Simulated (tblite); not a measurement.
Species: C₈H₅ (doublet state).
InChI=1S/C8H5/c1-2-8-6-4-3-5-7-8/h1,4-7H

Structure optimised with GFN2-xTB, isolated species. This method treats the open shell by occupation alone, without spin polarisation.

Take the most abundant isotopes and a rigid rotor. 

Problem. What are A, B and C (GHz)?

Solution. Ia = 88.88, Ib = 310.35, Ic = 399.23 u·Å²; 505379 MHz·u·Å²/I gives 5686, 1628 and 1266 MHz, that is A = 5.6860, B = 1.6284, C = 1.2659 GHz.

Problem. What kind of rotor is it?

Solution. An asymmetric top; Ray's κ = -0.836.

Problem. What does the inertial defect say?

Solution. Planar: Δ = Ic − Ia − Ib = 0.00 u·Å². For a rigid frame Δ = −2 Σ m c², so it vanishes when all atoms lie in the ab plane; here none is more than 0.01 Å from it.

Problem. Where do the levels up to J = 4 lie, in cm⁻¹?

Solution. Above 0(0,0):
J = 1: 1(0,1) 0.0965, 1(1,1) 0.2319, 1(1,0) 0.2440
J = 2: 2(0,2) 0.2889, 2(1,2) 0.4129, 2(1,1) 0.4492, 2(2,1) 0.8552, 2(2,0) 0.8560
J = 3: 3(0,3) 0.5754, 3(1,3) 0.6839, 3(1,2) 0.7564, 3(2,2) 1.1448, 3(2,1) 1.1487, 3(3,1) 1.8523, 3(3,0) 1.8523
J = 4: 4(0,4) 0.9540, 4(1,4) 1.0444, 4(1,3) 1.1651, 4(2,3) 1.5304, 4(2,2) 1.5418, 4(3,2) 2.2399, 4(3,1) 2.2401, 4(4,1) 3.2283, 4(4,0) 3.2283

Problem. Estimate the classical rotational partition function at 50 K, 298.15 K and 500 K.

Solution. Point group C2v, symmetry number σ = 2; q = (√π/σ)·√((kT/h)³/(ABC)), k/h = 20836.6 MHz/K: 8700 at 50 K, 127000 at 298.15 K, 275000 at 500 K.

For this open shell read J as N, the rotation without spin; fine and hyperfine splittings come on top. Its GFN2-xTB frequencies are all real (lowest 132 cm⁻¹). Zero-point vibration and centrifugal distortion are left out.

These are computed values.
